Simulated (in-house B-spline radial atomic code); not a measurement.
Values are calculated unless marked as measured or tabulated.
W ion on P atom: potential, deflection and energy transfer

The pair potential comes from two frozen, spherical free-atom densities (PBE, B-spline radial code, scalar-relativistic past argon): electrostatics plus the change in Thomas-Fermi kinetic and Dirac exchange energy where they overlap, the recipe behind the universal ZBL potential, which averages such potentials (from solid-state densities) over many pairs. It is written V = (Z1 Z2 e²/r) φ(r/a), with e² = 14.3996 eV·Å and a = 0.46850 Å/(Z1^0.23 + Z2^0.23); ZBL's fit is φ = 0.18175 e^(−3.1998x) + 0.50986 e^(−0.94229x) + 0.28022 e^(−0.4029x) + 0.02817 e^(−0.20162x). Where φ falls below 4e-4 it is continued as an exponential.

Masses 183.84 and 30.97 u.

| x = r/a | φ, this pair | φ, ZBL |
| --- | --- | --- |
| 0.1 | 0.8805 | 0.8928 |
| 0.5 | 0.6019 | 0.6096 |
| 1.5 | 0.2946 | 0.2995 |
| 3 | 0.1259 | 0.1292 |
| 5 | 0.0505 | 0.05224 |
| 8 | 0.0167 | 0.01705 |
| 12 | 0.005195 | 0.00474 |
| 17 | 0.001369 | 0.001212 |

(1) At x = 6.5 the electrostatic, kinetic and exchange parts are -3.91, 743.25 and -72.32 eV. Find r, V and φ.

(2) The ion comes in at 107.8 keV with impact parameter 0.0514 Å. The scattering integral gives a centre-of-mass angle of 139.6° and a closest approach of 2.133 a. What are the reduced energy, the energy passed on and the laboratory angles?

## Answers

(1) a = 0.46850/(2.6911 + 1.8642) = 0.10285 Å, so r = 0.66851 Å. V = -3.91 + 743.25 + (-72.32) = 667.02 eV. The bare repulsion is 74 × 15 × 14.3996/0.66851 = 23909 eV, so φ = 0.0279, -4.3 % against ZBL's 0.0291. The kinetic (Pauli) term is 111 % of V here, as the other two terms together attract.

(2) ε = E a M2/(Z1 Z2 e² (M1 + M2)) = 107800 × 9.2770e-07 = 0.1. The most that one collision can pass on is γE with γ = 4 M1 M2/(M1 + M2)² = 0.4936. Here T = γE sin²(θ/2) = 0.4936 × 107800 × 0.8807 = 46860 eV. The ion turns by arctan(sin θ/(cos θ + M1/M2)) = 7.1°, and the struck atom leaves at (180° − θ)/2 = 20.2°. The closest approach is 0.219 Å. With ZBL the angle would be 139.86° and T = 46940 eV.
